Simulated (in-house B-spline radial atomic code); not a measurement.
Configurations of Nd III (Nd2+), with energies counted from [Xe] 4f4. Method: scalar-relativistic (X2C) PBE0, spin-polarised, spherical fractional occupations, exact exchange averaged over the configuration, Fermi nucleus of rms radius 4.9123 fm. Calculated with a B-spline radial code for spherical atoms. Shells without spins written out take the highest spin.

Occupations are held fixed; configurations that lie above the ionisation limit could autoionise.

| configuration | E - E(ref) (eV) | highest orbital | its <r> (bohr) |
| --- | --- | --- | --- |
| [Xe] 4f3 6s1 | 4.3754 | 6s up | 3.513 |
| [Xe] 4f3 6d1 | 13.312 | 6d up | 5.813 |
| [Kr] 4d10 4f5 5s2 5p5 | 19.516 | 4f up | 1.125 |
| [Kr] 4d9 4f4 5s2 5p6 6d1 | 127.04 | 6d up | 5.788 |

Question: Order these further configurations by energy, lowest first.
A. [Kr] 4d10 4f4 5s2 5p5 6p1
B. [Kr] 4d9 4f4 5s2 5p6 5d1
C. [Kr] 4d10 4f4 5s2 5p5 5d1
D. [Kr] 4d9 4f4 5s2 5p6 6p1
E. [Xe] 4f3 5d1

Answer: E (2.9779 eV), C (19.966 eV), A (25.431 eV), B (116.58 eV), D (122.14 eV).
